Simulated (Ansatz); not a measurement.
Mulliken charges of `[Cl][In]([Cl])[SeH]` from r2SCAN/def2-TZVPP in Ansatz (PBE0-D4/def2-TZVP geometry).

```csv
atom,x (Å),y (Å),z (Å),charge (e)
Cl1,-0.831,-0.891,2.058,-0.349
In2,0.339,-0.482,0.108,0.836
Cl3,2.051,-1.946,-0.388,-0.348
Se4,-0.218,1.421,-1.369,-0.233
H5,-1.292,1.824,-0.450,0.094
```

By hand: the dipole of these point charges (1 e Å = 4.8032 D).

Σ q r = (-0.211, 0.426, -0.216) e Å, of length 0.522 e Å = 2.51 D.

How does the dipole of the full density compare? (Best estimate.)

Ansatz gave: (-0.171, 0.349, -0.180) e Å, 2.06 D; the point charges give 1.22 times that, at 0° from its direction.

Point charges leave out the atoms' own dipoles, such as those of lone pairs, and Mulliken's split depends on the basis, so the two needn't agree.
